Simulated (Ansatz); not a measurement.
Correlation energies of C2H9GeN, SMILES `C[NH][GeH2][CH3]` by basis set

```xyz
13

C     1.778    0.342    0.547
N     0.962   -0.848    0.418
Ge   -0.514   -0.791   -0.683
C    -1.791    0.619   -0.219
H     2.714    0.108    1.064
H     2.049    0.709   -0.447
H     1.301    1.176    1.084
H     0.777   -1.277    1.313
H    -1.180   -2.176   -0.580
H     0.021   -0.542   -2.107
H    -1.307    1.597   -0.253
H    -2.186    0.461    0.786
H    -2.624    0.623   -0.924
```

The species carries charge 0 and has multiplicity 1. Correlated methods include outer-core shells of Ge, which these sets cover unevenly. Scalar relativity is left out up to krypton. The geometry is a stationary point of PBE0-D4/def2-TZVP. It is one conformer, not always the lowest. Frozen core, restricted reference, the Gaussian-basis code of Ansatz.

```tsv
basis	HF (Eh)	MP2 corr.
def2-SVP	-2210.42823	-0.69972
def2-TZVPP	-2210.84734	-0.83798
def2-QZVPP	-2210.89614	-1.13899
```

Task: Estimate the CCSD correlation energy and the (T) correction in each basis where they were run (hartree).

Result: 
| basis | CCSD corr. | (T) |
| --- | --- | --- |
| def2-SVP | -0.74637 | -0.02079 |
| def2-TZVPP | -0.87894 | -0.03259 |
